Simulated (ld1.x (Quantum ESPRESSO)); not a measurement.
# Pt: variants of one TM potential

Base potential:

platinum (Pt), norm-conserving Troullier–Martins (Kleinman–Bylander form), made with ld1.x (Quantum ESPRESSO) 7.5 (PBE, fully relativistic). Core [Xe] 4f14, reference 5d9 6s0 6p0 (charge +1). Waves: 6p (bound, empty): rc 2.15 bohr; 5d (bound): rc 1.90 bohr; 6s (bound, empty): rc 1.70 bohr. Local part: the s channel. Core correction: none.

Open shells are filled in proportion to 2j + 1 (rel_dist='average').

Cutoffs, loose and tight: the cutoffs (Ry, on a coarse ladder) from which the occupation-weighted sum of valence levels, in a spherical-Bessel basis at the reference potential, stays within 10 and 1 mRy of its value at 400 Ry. They do not see the model core or the augmentation charge, which bear on the density cutoff. Test errors are all-electron minus pseudo excitation energies from the reference, over the configurations 5d9 6s1 6p0; 5d8 6s0 6p0; 5d7 6s0 6p0; 5d8 6s1 6p1; 5d9.5 6s0.5 6p0; 5d9 6s0.5 6p0; 5d9 6s0 6p1. A dash means not determined; rows that change the core or the reference have their own tests. The largest error is taken over the tests solved by every variant that gives reliable tests at all: 5d7 6s0 6p0; 5d8 6s0 6p0; 5d9 6s0 6p1; 5d9 6s0.5 6p0; 5d9 6s1 6p0; 5d9.5 6s0.5 6p0.

A true bound ghost makes a file unfit for plane-wave use even where its test errors are small: the radial tests pick states by their node count and pass the ghost by. Where a test does run into it, the solver fails or the error is huge.

```csv
change,outcome,"cutoff, loose","cutoff, tight",bound ghosts,largest test error (meV)
base,generated,40 Ry,50 Ry,"p1/2, p3/2",-196
"all radii scaled by about 1.16 (s 1.98, p 2.50, d 2.20 bohr)",generated,40 Ry,50 Ry,none,-250
"all radii scaled by about 1.25 (s 2.12, p 2.68, d 2.38 bohr)",generated,35 Ry,50 Ry,none,-245
"all radii scaled by about 1.34 (s 2.28, p 2.88, d 2.54 bohr)",generated,35 Ry,50 Ry,none,-223
```

Task: What comes out with this change to the base: all radii scaled by about 0.87 (s 1.48, p 1.88, d 1.66 bohr)?

Result: outcome: generated; cutoff, loose: 40 Ry; cutoff, tight: 60 Ry; bound ghosts: p1/2, p3/2, s (extra level of the local part); largest test error (meV): +969.

Task: What comes out with this change to the base: all radii scaled by about 0.80 (s 1.36, p 1.72, d 1.52 bohr)?

Result: outcome: generated; cutoff, loose: 40 Ry; cutoff, tight: 70 Ry; bound ghosts: p3/2, p1/2, s (extra level of the local part); largest test error (meV): -160.

Reading the sweep of the scale of all radii (base = 1) (base included, trends over the rows without a ghost): Bound ghosts are found at 0.8, 0.87, 1.
